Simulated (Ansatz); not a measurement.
Energy needed to pull apart CH₃BFN (SMILES N=CBF), singlet, into free ground-state atoms, from the structure below (at a frame of a short PBE0-D4/def2-SVP trajectory); no zero-point or spin–orbit terms; open-shell atoms are treated unrestricted, in their ground-state multiplicity.

N1  (0.489, 0.984, -1.043)
C2  (-0.121, 0.650, 0.027)
B3  (-0.230, -0.738, 0.589)
F4  (0.287, -1.671, -0.156)
H5  (0.864, 0.145, -1.513)
H6  (-0.604, 1.517, 0.614)
H7  (-0.846, -0.899, 1.656)
(Å)

Ansatz 0.2.0; basis: def2-TZVPP; cores frozen in the correlated methods.

```
   method  atomization energy (kcal/mol)
   PBE-D4                          688.7
r2SCAN-D4                          666.9
  PBE0-D4                          668.8
  wB97M-V                              ?
       HF                          473.9
      MP2                              ?
     CCSD                          633.0
  CCSD(T)                          645.1
```

Question: What does wB97M-V give? (To be estimated.)

Answer: By the calculation: 669.3 kcal/mol, which is about 24.2 kcal/mol more than CCSD(T)/def2-TZVPP.

Question: What does MP2 give? (An estimate is asked for; the value comes from the calculation.)

Answer: Computed: 662.5 kcal/mol, which is about 17.4 kcal/mol more than CCSD(T)/def2-TZVPP.

In triple zeta the MP2 and coupled-cluster atomization energies are still short of their basis limit by a few kcal/mol a bond, whereas those of the functionals are nearly converged, so these differences are not deviations from converged CCSD(T).

The T1 diagnostic stays at or below 0.014. The restricted Hartree–Fock reference is unstable towards an unrestricted one here.

For scale, one of the runs: CCSD(T)/def2-TZVPP forces, 166 basis functions, launched by `ansatz run in.yaml --threads 2 --pin off --events-out ev --progress --plain --max-ram 3481MiB`. Time: 2.3 min of wall clock on 2 CPU threads of an Arm Neoverse V2; the host was shared. Peak host memory: 2.6 GiB.
